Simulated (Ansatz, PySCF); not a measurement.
Sites of deprotonation of F[SiH2][SiH3]:

A. F[SiH2][SiH3] → F[SiH2][SiH2-] + H+
B. F[SiH2][SiH3] -> F[SiH-][SiH3] + H+

Quantity: gas-phase deprotonation energy (enthalpy at 298 K, with B3LYP-D3(BJ) rigid-rotor harmonic-oscillator terms), kcal/mol. Each molecule is optimised on its own at B3LYP-D3(BJ)/def2-TZVP (Ansatz, a quantum-chemistry and plane-wave program), one conformer each, not searched for the lowest. Frequencies are from Ansatz or PySCF. Valence correlation only, unless marked. Spin-orbit coupling is left out. No relativistic terms. CBS(X,Y): correlation extrapolated as X^-3; Hartree-Fock from the larger set. Anions need diffuse functions, which plain sets lack and def2-D sets hold few of.

```
   PBE/def2-TZVPD (Ansatz)  SCS-MP2/aug-cc-pV(Q+d)Z (Ansatz)  CCSD(T)/aug-cc-pV(Q+d)Z (Ansatz)  CCSD(T)/CBS(aug-cc-pV(T+d)Z,aug-cc-pV(Q+d)Z) (Ansatz)
-  -----------------------  --------------------------------  --------------------------------  -----------------------------------------------------
A                    349.3                             358.9                             355.4                                                  355.4
B                    355.1                             365.9                             362.5                                                  362.6
```
